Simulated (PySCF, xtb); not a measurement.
Sb(OH)2(TeH) (H3O2SbTe), SMILES [OH][Sb]([OH])[TeH]. Other conformers were not sampled.

Harmonic wavenumbers (cm⁻¹) from GFN2-xTB in xtb at its own minimum, in rising order: 44, 133, 140, 187, 205, 213, 278, 462, 492, 499, 835, 862, 1932, 3631, 3683.

Task: What does PySCF with PBE-D3(BJ)/def2-SVP give at its own minimum? (The exact figures need the calculation; the answer reports its results.)

Result: 82, 97, 127, 182, 188, 276, 374, 474, 575, 577, 813, 857, 2051, 3656, 3675. Paired by order, the mean absolute difference is 41 cm⁻¹ and the zero-point energies are 19.4 and 20.0 kcal/mol.
